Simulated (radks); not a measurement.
The numbers below are computed, except where a source is named.
Ionisation of neutral copper, [Ar] 3d10 4s1, to Cu+, [Ar] 3d10, under several functionals. Scalar-relativistic Kohn-Sham, spin-unpolarised, spherical densities, finite nucleus; a radial shooting solver on a logarithmic mesh with Libxc functionals.

| functional | E(Cu) (hartree) | Exc (hartree) | IE (eV) | -e(HOMO) (eV) | <r> HOMO (bohr) | IE error (eV) |
|---|---|---|---|---|---|---|
| exchange-only r2SCAN | -1653.72312 | -66.38367 | 7.048 | 3.793 | 3.030 | -0.679 |
| AM05 | -1652.41430 | -65.06757 | 8.059 | 4.555 | 2.927 | +0.333 |
| Wu-Cohen GGA | -1654.39507 | -67.08154 | 8.093 | 4.606 | 2.902 | +0.366 |
| exchange-only PBE | -1653.50309 | -66.14534 | 7.678 | 4.090 | 3.020 | -0.049 |
| PBE | -1654.84183 | -67.53343 | 8.148 | 4.610 | 2.936 | +0.422 |
| OLYP | -1655.54987 | -68.33090 | 7.765 | 4.218 | 3.028 | +0.038 |
| SCAN | -1655.25262 | -67.95065 | 7.911 | 4.606 | 2.923 | +0.185 |
| B86b exchange with PBE correlation | -1655.18731 | -67.88540 | 8.177 | 4.641 | 2.926 | +0.451 |
| revPBE | -1654.99214 | -67.68913 | 8.013 | 4.509 | 2.952 | +0.286 |

NIST Atomic Spectra Database: 7.726 eV (measured). Closest: OLYP. The Delta-SCF values span 1.13 eV, the total energies 3.14 hartree. The highest occupied level is 4s. Spin polarisation and multiplet splitting are left out, so open shells lie too high by an amount that depends on their filling.

Beside tabulated values, note that spin-unpolarised runs miss the spin-polarisation part of the exchange energy of open shells.
